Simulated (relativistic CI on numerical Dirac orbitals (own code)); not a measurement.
**Ligand-field terms of d3**

Computed with a parametric ligand-field model of a d^n configuration (Racah B and C, spin-orbit zeta, crystal field), exact diagonalisation.

Field parameters in Wybourne normalisation: Oh B⁴₀ = 21Dq, B⁴₄ = √(5/14) B⁴₀; Td as Oh with Dq negative (B⁴₀ = 21Dq, B⁴₄ = √(5/14) B⁴₀). The field is a parameter set, without covalency.

Task: Ground term and bands for B = 1030, C = 4720, ζ = 0 cm⁻¹, Oh, 10Dq = 32000 cm⁻¹?

Result: Ground term 4A2 with 0.00 electrons in the two orbitals of the cubic e set. Spin-allowed: 4T2 32000 cm⁻¹ (313 nm), 4T1 42788 cm⁻¹ (234 nm), 4T1 68662 cm⁻¹ (146 nm). Lowest spin-forbidden: 2E 21936 cm⁻¹ (456 nm), 2T1 22794 cm⁻¹ (439 nm), 2T2 33691 cm⁻¹ (297 nm). With an A2 ground term the first spin-allowed band lies at |10Dq| itself.

Task: Ground term and bands for B = 420, C = 1770, ζ = 0 cm⁻¹, Oh, 10Dq = 22750 cm⁻¹?

Result: Ground term 4A2 with 0.00 electrons in the two orbitals of the cubic e set. Spin-allowed: 4T2 22750 cm⁻¹ (440 nm), 4T1 27461 cm⁻¹ (364 nm), 4T1 47089 cm⁻¹ (212 nm). Lowest spin-forbidden: 2E 8644 cm⁻¹ (1157 nm), 2T1 8928 cm⁻¹ (1120 nm), 2T2 13851 cm⁻¹ (722 nm). With an A2 ground term the first spin-allowed band lies at |10Dq| itself.

Task: Ground term and bands for B = 770, C = 3120, ζ = 0 cm⁻¹, Oh, 10Dq = 26200 cm⁻¹?

Result: Ground term 4A2 with 0.00 electrons in the two orbitals of the cubic e set. Spin-allowed: 4T2 26200 cm⁻¹ (382 nm), 4T1 34390 cm⁻¹ (291 nm), 4T1 55760 cm⁻¹ (179 nm). Lowest spin-forbidden: 2E 15209 cm⁻¹ (658 nm), 2T1 15848 cm⁻¹ (631 nm), 2T2 23695 cm⁻¹ (422 nm). With an A2 ground term the first spin-allowed band lies at |10Dq| itself.

Task: Ground term and bands for B = 660, C = 2750, ζ = 0 cm⁻¹, Oh, 10Dq = 5400 cm⁻¹?

Result: Ground term 4A2 with 0.00 electrons in the two orbitals of the cubic e set. Spin-allowed: 4T2 5400 cm⁻¹ (1852 nm), 4T1 9081 cm⁻¹ (1101 nm), 4T1 17019 cm⁻¹ (588 nm). Lowest spin-forbidden: 2E 12554 cm⁻¹ (797 nm), 2T1 13134 cm⁻¹ (761 nm), 2A1 16290 cm⁻¹ (614 nm). With an A2 ground term the first spin-allowed band lies at |10Dq| itself.

Task: Ground term and bands for B = 730, C = 3670, ζ = 0 cm⁻¹, Td, 10Dq = -6450 cm⁻¹?

Result: Ground term 4T1 with 1.91 electrons in the two orbitals of the cubic e set. Spin-allowed: 4T2 5596 cm⁻¹ (1787 nm), 4A2 12046 cm⁻¹ (830 nm), 4T1 15693 cm⁻¹ (637 nm). Lowest spin-forbidden: 2E 10010 cm⁻¹ (999 nm), 2T1 14888 cm⁻¹ (672 nm), 2T2 15211 cm⁻¹ (657 nm).
